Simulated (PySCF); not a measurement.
# Multinuclear NMR of C3H10O2Si2

Mapped SMILES: `[CH3:1][Si@@H:2]1[CH2:3][C@H:4]1[SiH:5]([OH:6])[OH:7]`. Hydrogens are named by the atom that carries them. Ha(C3) is cis to C1 on the ring; Hb(C3) is trans to C1 on the ring.

[PySCF: shieldings: GIAO PBE0/pcSseg-1; structure optimised with GFN2-xTB; a single conformation; non-relativistic Hamiltonian; no solvent model; one averaged value for each set of equivalent atoms]

Problem. Predict the 29Si NMR data.

Solution. 
| atoms | environment | σ (ppm) | δ (ppm) |
| --- | --- | --- | --- |
| Si5 | silicon bonded to C, 2 O, H | 367.9 | -22.4 |
| Si2 | silicon bonded to 3 C, H, in a 3-membered ring | 471.9 | -107.9 |

Shieldings were converted by a linear fit to measured shifts: 29Si (scatter 8.9 ppm rms, 25.8 ppm with the 6 outliers that the fit left out vs TMS, solution or neat liquid). Occasional misses reach two or three times the rms, and more in compound classes unlike the fitted ones.

On a 600 MHz spectrometer 29Si resonates near 119.2 MHz, so 1 ppm is 119.2 Hz.

Problem. Where does 17O resonate?

Solution. 
| atoms | environment | σ (ppm) | δ (ppm) |
| --- | --- | --- | --- |
| O6 | oxygen bonded to Si, H | 287.5 | 4.8 |
| O7 | oxygen bonded to Si, H | 294.7 | -1.7 |

Shieldings were converted by a linear fit to measured shifts: 17O: δ = 266.70 − 0.911σ (rms 10.7 ppm, 155 shifts, 12.2 ppm with the 3 outliers that the fit left out vs liquid water, solution or neat liquid). A few per cent of atoms miss by over 2 rms, more outside the fitted compound classes.

On a 300 MHz spectrometer 17O resonates near 40.7 MHz, so 1 ppm is 40.7 Hz.
